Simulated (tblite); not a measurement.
Compound: C₇H₄F₂N (doublet state).
Atom-mapped SMILES: `[C:1]#[C:2][C@@H:3]1[C@H:4]([C:5]#[N:6])[C@H:7]1[CH:8]([F:9])[F:10]` (hydrogens: H11 on C3; H12 on C4; H13 on C7; H14 on C8)
Bond orders are those of one Lewis drawing.

Computed with GFN2-xTB (tblite), gas phase: L-BFGS steps from a force-field or distance-geometry start until the largest atomic force falls under 0.01 eV/Å.

The end geometry, which sets the zero of energy:
```
atom  x, y, z in Å
C1      3.0278   -1.3691    0.2611
C2      1.9827   -0.9657   -0.1579
C3      0.7049   -0.4757   -0.6038
C4      0.2881    0.9404   -0.2577
C5      1.1475    1.7610    0.5247
N6      1.8355    2.4239    1.1523
C7     -0.3790   -0.2439    0.4077
C8     -1.8094   -0.5676    0.0530
F9     -2.0414   -0.3771   -1.2684
F10    -2.6626    0.2565    0.7079
H11     0.4198   -0.8441   -1.5830
H12    -0.2744    1.4851   -1.0088
H13    -0.1490   -0.4199    1.4516
H14    -2.0911   -1.6042    0.2991
```

**Question.** These geometries come from the run, each turned onto the end geometry. Order them by energy, lowest first.
A.
```
atom  x, y, z in Å
C1      3.2799   -1.6113    0.2840
C2      1.9463   -0.9809   -0.2015
C3      0.7076   -0.4487   -0.6332
C4      0.2605    0.9622   -0.2712
C5      1.0873    1.8028    0.5520
N6      1.7459    2.4892    1.2006
C7     -0.3963   -0.2394    0.3819
C8     -1.8020   -0.5634    0.0709
F9     -2.0109   -0.4523   -1.2676
F10    -2.6122    0.3435    0.6722
H11     0.3983   -0.7824   -1.6287
H12    -0.3219    1.4858   -1.0095
H13    -0.1926   -0.4318    1.4427
H14    -2.0906   -1.5737    0.3852
```
B.
```
atom  x, y, z in Å
C1      3.0509   -1.5054    0.2017
C2      2.0308   -1.0161   -0.1729
C3      0.7527   -0.4710   -0.6024
C4      0.2882    0.9454   -0.2582
C5      1.0892    1.8001    0.5451
N6      1.7400    2.4799    1.1949
C7     -0.3575   -0.2534    0.3927
C8     -1.7980   -0.5612    0.0566
F9     -2.0311   -0.4516   -1.2720
F10    -2.6208    0.3331    0.6645
H11     0.4290   -0.7855   -1.5925
H12    -0.3039    1.4805   -1.0044
H13    -0.1679   -0.4259    1.4432
H14    -2.1021   -1.5694    0.3812
```
C.
```
atom  x, y, z in Å
C1      3.0268   -1.4928    0.1938
C2      2.0048   -0.9983   -0.1800
C3      0.7382   -0.4632   -0.6002
C4      0.2970    0.9412   -0.2559
C5      1.0955    1.7960    0.5449
N6      1.7407    2.4821    1.1959
C7     -0.3591   -0.2574    0.3989
C8     -1.7941   -0.5642    0.0547
F9     -2.0341   -0.4516   -1.2728
F10    -2.6175    0.3279    0.6597
H11     0.4467   -0.7970   -1.5850
H12    -0.2877    1.4703   -1.0013
H13    -0.1524   -0.4246    1.4481
H14    -2.1055   -1.5689    0.3771
```
D.
```
atom  x, y, z in Å
C1      3.0183   -1.4860    0.1924
C2      1.9963   -0.9839   -0.1777
C3      0.7245   -0.4655   -0.6052
C4      0.2927    0.9435   -0.2476
C5      1.1079    1.7931    0.5496
N6      1.7435    2.4862    1.1978
C7     -0.3644   -0.2527    0.4050
C8     -1.7973   -0.5657    0.0569
F9     -2.0288   -0.4523   -1.2734
F10    -2.6204    0.3274    0.6591
H11     0.4500   -0.8125   -1.5954
H12    -0.2772    1.4687   -1.0065
H13    -0.1376   -0.4262    1.4507
H14    -2.1080   -1.5744    0.3721
```
E.
```
atom  x, y, z in Å
C1      3.0145   -1.4707    0.2026
C2      1.9961   -0.9658   -0.1724
C3      0.7184   -0.4674   -0.6082
C4      0.2936    0.9431   -0.2517
C5      1.1160    1.7838    0.5464
N6      1.7551    2.4759    1.1929
C7     -0.3663   -0.2497    0.4060
C8     -1.7999   -0.5659    0.0598
F9     -2.0187   -0.4483   -1.2724
F10    -2.6390    0.3155    0.6571
H11     0.4315   -0.8240   -1.5911
H12    -0.2681    1.4842   -1.0055
H13    -0.1241   -0.4340    1.4456
H14    -2.1098   -1.5770    0.3687
```

**Answer.** E (0.005 eV), D (0.009 eV), C (0.017 eV), B (0.044 eV), A (2.535 eV).

In the order of the answer:

| step | E above end (eV) | largest force (eV/Å) | rms force component (eV/Å) | rms distance from end (Å) | rms bond change (Å) | bond most changed (Å) |
| --- | --- | --- | --- | --- | --- | --- |
| 19 | 0.005 | 0.09 | 0.023 | 0.058 | 0.001 | C4–C5 -0.001 |
| 11 | 0.009 | 0.16 | 0.052 | 0.067 | 0.001 | C7–C8 -0.001 |
| 8 | 0.017 | 0.37 | 0.090 | 0.070 | 0.003 | C4–C5 -0.005 |
| 6 | 0.044 | 1.14 | 0.210 | 0.075 | 0.006 | C2–C3 +0.015 |
| 0 | 2.535 | 9.59 | 2.050 | 0.116 | 0.096 | C1≡C2 +0.357 |

What follows is the cost of the whole relaxation. On Arm Neoverse V1, one thread, no GPU, shared host, this took 0.41 s wall.
